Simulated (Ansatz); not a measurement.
Abridged output of a molecular run in Ansatz:

```
Functional definition: HF
984 factors; integrals over basis functions are off by at most 1.2e-3 eV
mean field evaluation 1: about -17526.1464 eV, gradient 2.6e1 eV
mean field evaluation 2: about -17526.1739 eV, gradient 2.6e1 eV
mean field evaluation 4: about -17528.7845 eV, gradient 3.4e0 eV
mean field evaluation 8: about -17528.8416 eV, gradient 1.5e-1 eV
mean field evaluation 16: about -17528.8140 eV, gradient 3.9e-1 eV
mean field -17528.84175483 eV, -644.1730530145 hartree, gradient 1.8e-6 eV, S^2 0.000000; 0 other end points of the search recorded, 0 dependent functions left out
12 core orbitals not correlated: weight in the atoms' cores, before any rotation towards them, 1.000 or more for the frozen orbitals, at most 0.000 for the correlated occupied ones
reference -17528.84175483 eV, -644.1730530145 hartree; 11, 11 occupied and 76, 76 virtual orbitals, 984 factors
second order -11.61827099 eV of doubles, -0.00000000 eV of singles
cycle   1  -12.74173854 eV  change    -1.1e0 eV  update   9.5e-2
cycle   2  -13.22492166 eV  change   -4.8e-1 eV  update   3.1e-2
cycle   3  -13.28911558 eV  change   -6.4e-2 eV  update   1.3e-2
cycle   4  -13.28439500 eV  change    4.7e-3 eV  update   4.6e-3
cycle   5  -13.28377710 eV  change    6.2e-4 eV  update   2.0e-3
cycle   6  -13.28346826 eV  change    3.1e-4 eV  update   8.9e-4
cycle   7  -13.28357224 eV  change   -1.0e-4 eV  update   3.3e-4
cycle   8  -13.28366612 eV  change   -9.4e-5 eV  update   1.3e-4
cycle   9  -13.28364854 eV  change    1.8e-5 eV  update   5.2e-5
cycle  10  -13.28364257 eV  change    6.0e-6 eV  update   2.2e-5
perturbative correction -0.48487968 eV, -0.0178189994 hartree
Total energy: -17542.61027709 eV, -644.6790368746 hartree
```

Its atoms:

Cartesian coordinates in Å:
```
Si -1.1372 1.0723 1.2660
B 0.2746 0.0248 0.3409
C 0.4072 -1.3808 -0.1219
Si 1.1189 0.0600 -1.3662
H -1.8371 1.9680 0.3020
H -2.1620 0.2299 1.9457
H -0.4982 1.9381 2.2970
H 1.3579 -1.8909 -0.3061
H -0.4081 -2.1006 -0.0690
H 2.4592 -0.4707 -1.7024
H 0.4248 0.5499 -2.5861
```

Which basis set was used?
A. def2-SVP
B. cc-pV(T+d)Z
C. def2-TZVPP
D. def2-QZVPP

A. It gives 99 functions.

Write the keys of the input that set method, charge and spin (a neutral closed shell needs none for the last two).


```yaml
correlation: {method: ccsd_t}
```
